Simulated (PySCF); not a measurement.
Correlation energy of Ag (silver, neutral)

[Kr] 4d9 5s1 6s1, high-spin 4D determinant (an excited configuration). Computed with PySCF 2.14 in x2c-QZVPPall with one added diffuse shell each of s, p, d, f, g type (14s9p8d5f3g, 143 functions), with the spin-free X2C one-electron Hamiltonian (Gaussian nucleus). Frozen: [Ar] 3d10; 19 electrons correlated.

MP2 pair energies summed by pair of shells (mhartree):

```tsv
pair	energy	share (%)
4d-4d	-293.33	44.8
4p-4d	-185.41	28.3
4p-4p	-52.33	8.0
4d-5s	-43.18	6.6
4s-4d	-35.68	5.5
4s-4p	-26.66	4.1
4p-5s	-6.64	1.0
4s-4s	-4.54	0.7
4d-6s	-3.55	0.5
5s-6s	-1.83	0.3
4s-5s	-0.64	0.1
4p-6s	-0.48	0.1
4s-6s	-0.05	0.0
```

Total MP2 correlation energy: -654.32 mhartree.

Same-spin part -215.09 and opposite-spin part -439.23 mhartree; SCS-MP2 scales them by 1/3 and 6/5 to -598.77 mhartree.

This basis was not built for core-valence correlation, so the inner-shell part is incomplete.
